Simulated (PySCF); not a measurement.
Molecular orbitals of CrBr

ωB97M-V at R = 2.359 Å; Cr def2-TZVPP, Br def2-TZVPP; no relativity (PySCF 2.14). State: ⁶Σ⁺ (sextet), unpaired electrons σ ↑, π ↑↑, δ ↑↑. Only the outer orbitals are listed, counted within each symmetry.

```tsv
spin	orbital	occ.	ε (eV)	on Cr (%)	main shells (%)
α	13σ	1	-10.80	26	72 Br p, 21 Cr d
α	6π	1	-10.30	49	50 Br p, 49 Cr d
α	6π	1	-10.30	49	50 Br p, 49 Cr d
α	2δ	1	-9.21	100	100 Cr d
α	2δ	1	-9.21	100	100 Cr d
α	7π	1	-8.54	54	50 Cr d, 46 Br p
α	7π	1	-8.54	54	50 Cr d, 46 Br p
α	14σ	1	-8.36	92	58 Cr d, 34 Cr s, 8 Br p
α	15σ	0	-1.00	94	47 Cr s, 31 Cr p, 16 Cr d
α	8π	0	1.19	97	85 Cr p, 12 Cr d
α	8π	0	1.19	97	85 Cr p, 12 Cr d
β	13σ	1	-10.43	12	87 Br p
β	6π	1	-9.56	5	95 Br p
β	6π	1	-9.56	5	95 Br p
β	14σ	0	-0.90	98	81 Cr s, 17 Cr p
β	15σ	0	1.39	104	59 Cr d, 37 Cr p
β	7π	0	1.47	99	78 Cr p, 21 Cr d
```

Question: Which are the highest filled and the lowest empty level, where do they sit, and how wide is the gap?

Answer: Highest filled α 14σ at -8.36 eV (in %: 58 Cr d, 34 Cr s, 8 Br p); lowest empty α 15σ at -1.00 eV (in %: 47 Cr s, 31 Cr p, 16 Cr d); the gap at ωB97M-V is 7.36 eV.

| Item | Value |
| --- | --- |
| bond order (Mayer) | 1.03 |
| ⟨S²⟩ | 8.760 |
| charge on Cr (Mulliken, basis-dependent) | 0.43 |
| charge on Cr (Löwdin, basis-dependent) | -0.05 |
| dipole moment (positive dipole means Cr(−)Br(+)) | -6.02 D |

Shares are Mulliken populations and can fall outside 0 to 100 %.

Spin–orbit coupling is left out. With d or f electrons several states lie close, and the lowest PBE0 determinant need not be the measured ground state.
